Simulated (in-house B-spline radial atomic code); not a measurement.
## RPA and G0W0 on HSE06: Hg VIII (Hg7+)

Configuration [Xe] 4f14 5d5, highest spin, mean-field start HSE06. Computed with an all-electron radial atomic-structure program (B-spline basis): all electrons, scalar-relativistic (spin-free one-electron X2C), finite nucleus, each spin shell either full or empty, empty states to l = 9 with an (l + 1/2)⁻⁴ tail; G0W0 by contour deformation at full frequency.

Without the two-electron picture change, the correlation of inner shells comes somewhat too large for so heavy an element.

Command:
```bash
python run_gw.py task.json out
```
Settings (radii: box in bohr, nucleus in fm):
```
Z                        80
electrons                73
configuration            [Xe] 4f14 5d5
hamiltonian              x2c
method                   hse06
lmax                     9
rms_radius               5.4648
spin_polarised           True
box_radius               8.41
intervals                65
```

Run time, properties included: 7.8 s on 1 thread of Arm Neoverse V2, on a shared host.

Energies (hartree):

```
                                     term         value
                         mean-field total  -19612.63623
Hartree-Fock functional on these orbitals  -19607.62759
                      direct second order       -7.3565
                    second-order exchange        1.8471
                         SOSEX correction        1.7532
```

Problem. What is the RPA correlation energy, and what remains with SOSEX?

Solution. RPA gives -6.5469 hartree (-2.44 eV per electron); RPA + SOSEX gives -4.7937, and the second-order doubles -5.5094 hartree (no singles). SOSEX takes back 27 % of the RPA value.

Quasi-particle levels (eV):

```json
{"level": "5d up", "occupied": "yes", "mean field": "-110.54", "Σx - vxc": "-7.10", "Σc": "?", "QP weight": "?", "G0W0": "?"}
{"level": "5p down", "occupied": "yes", "mean field": "-169.56", "Σx - vxc": "-7.93", "Σc": "-0.53", "QP weight": "0.962", "G0W0": "-178.03"}
{"level": "4f down", "occupied": "yes", "mean field": "-208.64", "Σx - vxc": "-18.64", "Σc": "6.41", "QP weight": "0.939", "G0W0": "-220.87"}
{"level": "5d down", "occupied": "no", "mean field": "-101.43", "Σx - vxc": "8.84", "Σc": "-3.30", "QP weight": "0.971", "G0W0": "-95.89"}
```

G0W0 = mean field + (Σx - vxc) + Σc, with Σc (partial-wave tail included) taken at the quasi-particle energy. Only the outer levels were computed. Levels of low weight are left out.

Problem. Where does G0W0 put 5d up?

Solution. At -118.07 eV, with Σc = -0.43 eV and a quasi-particle weight of 0.971. The tabulated removal energy is 113.9 ± 2.1 eV (NIST, tabulated theory); the calculation leaves out spin-orbit coupling, Breit and QED terms, and what these don't explain is the method's own error.
